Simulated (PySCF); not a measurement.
CH5ClO2Si.

```xyz
10

Si     0.5644    -0.2375    -0.3218
O      1.7718    -0.9328     0.5495
Cl     0.1088     1.6688     0.3879
O     -0.7952    -1.1542    -0.1712
C     -2.1224    -0.8127    -0.5119
H      1.0545    -0.1090    -1.7057
H      1.5811    -1.1709     1.4653
H     -2.2678    -0.8066    -1.6071
H     -2.7988    -1.5652    -0.0791
H     -2.3989     0.1801    -0.1171
```
Charge 0, spin multiplicity 1.

Geometry: B3LYP-D3(BJ)/def2-SVP. The structure was generated by enumeration, and PubChem lists no compound with its InChIKey, so it may never have been made. Other conformers were not sampled.

The numbers are results of PBE/pcSseg-1 in PySCF, not measurements. Non-relativistic, no solvent.

Computed absolute GIAO shielding of each atom: isotropic value and principal components (ppm):
```json
[
 {"atom": "Si1", "σ(iso)": "367.7", "σ11": "345.4", "σ22": "357.4", "σ33": "400.3", "span": "55.0"},
 {"atom": "O2", "σ(iso)": "254.5", "σ11": "215.4", "σ22": "255.4", "σ33": "292.7", "span": "77.3"},
 {"atom": "Cl3", "σ(iso)": "846.8", "σ11": "722.2", "σ22": "791.4", "σ33": "1026.9", "span": "304.7"},
 {"atom": "O4", "σ(iso)": "268.7", "σ11": "201.7", "σ22": "278.9", "σ33": "325.5", "span": "123.8"},
 {"atom": "C5", "σ(iso)": "125.8", "σ11": "98.4", "σ22": "99.9", "σ33": "179.2", "span": "80.8"},
 {"atom": "H6", "σ(iso)": "26.1", "σ11": "22.3", "σ22": "23.4", "σ33": "32.5", "span": "10.2"},
 {"atom": "H7", "σ(iso)": "28.9", "σ11": "22.1", "σ22": "24.1", "σ33": "40.4", "span": "18.3"},
 {"atom": "H8", "σ(iso)": "27.5", "σ11": "23.6", "σ22": "24.9", "σ33": "34.1", "span": "10.5"},
 {"atom": "H9", "σ(iso)": "27.4", "σ11": "23.4", "σ22": "25.2", "σ33": "33.8", "span": "10.5"},
 {"atom": "H10", "σ(iso)": "27.3", "σ11": "22.7", "σ22": "26.8", "σ33": "32.5", "span": "9.9"}
]
```
